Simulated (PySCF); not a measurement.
C₂H₅ClO₂Si, SMILES C=C(Cl)[SiH](O)O.

The structure is a stationary point at B3LYP-D3(BJ)/def2-SVP. This is a generated structure with no PubChem entry under its InChIKey; it may be hypothetical. The values are those of a single conformer.

Level of theory: B3LYP-D3(BJ)/def2-SVP (PySCF 2.14.0).

Frequencies are harmonic and unscaled.

| mode | ν (cm⁻¹) | IR (km/mol) | Raman (Å⁴/amu) | depolarisation | moving atoms (share of kinetic energy) |
|---|---|---|---|---|---|
| 1 | 50 | 2.8 | 2.3 | 0.75 | O 44 %, C 22 %, Cl 19 %, H 13 % |
| 2 | 132 | 2.2 | 0.3 | 0.60 | O 44 %, Cl 24 %, C 16 %, H 12 % |
| 3 | 185 | 20.2 | 3.8 | 0.73 | H 37 %, O 34 %, C 19 % |
| 4 | 236 | 32.2 | 2.2 | 0.75 | H 32 %, O 26 %, C 17 %, Si 14 %, Cl 10 % |
| 5 | 263 | 68.8 | 2.7 | 0.66 | H 41 %, O 25 %, Si 14 %, Cl 13 % |
| 6 | 268 | 42.1 | 1.5 | 0.63 | H 62 %, O 21 % |
| 7 | 334 | 7.0 | 4.2 | 0.75 | H 34 %, C 28 %, O 14 %, Si 13 %, Cl 12 % |
| 8 | 370 | 89.3 | 0.7 | 0.70 | H 45 %, O 28 %, Si 13 %, C 9 % |
| 9 | 463 | 42.2 | 3.7 | 0.50 | C 59 %, H 15 %, Si 13 %, O 9 % |
| 10 | 547 | 34.6 | 9.8 | 0.10 | C 44 %, Si 23 %, Cl 22 % |
| 11 | 721 | 0.7 | 3.6 | 0.72 | H 93 % |
| 12 | 761 | 67.9 | 3.9 | 0.50 | C 44 %, H 29 %, O 16 % |
| 13 | 782 | 30.8 | 1.5 | 0.54 | H 73 %, O 19 % |
| 14 | 798 | 104.4 | 2.3 | 0.67 | H 75 %, O 21 % |
| 15 | 852 | 47.8 | 9.7 | 0.53 | H 67 %, O 23 %, Si 9 % |
| 16 | 881 | 372.4 | 9.5 | 0.41 | H 63 %, Si 17 %, O 17 % |
| 17 | 900 | 131.5 | 5.4 | 0.53 | H 62 %, O 21 %, Si 16 % |
| 18 | 940 | 33.0 | 0.7 | 0.74 | H 73 %, C 27 % |
| 19 | 965 | 161.2 | 2.7 | 0.60 | Si 47 %, O 34 %, H 19 % |
| 20 | 1101 | 29.0 | 1.7 | 0.63 | C 53 %, H 43 % |
| 21 | 1383 | 16.0 | 21.3 | 0.47 | H 86 %, C 14 % |
| 22 | 1671 | 16.6 | 18.6 | 0.15 | C 90 %, H 10 % |
| 23 | 2288 | 127.4 | 140.5 | 0.18 | H 97 % |
| 24 | 3135 | 0.6 | 118.3 | 0.11 | H 95 % |
| 25 | 3236 | 0.4 | 81.8 | 0.75 | H 89 %, C 11 % |
| 26 | 3844 | 83.2 | 50.4 | 0.18 | H 94 % |
| 27 | 3867 | 94.7 | 83.6 | 0.27 | H 94 % |
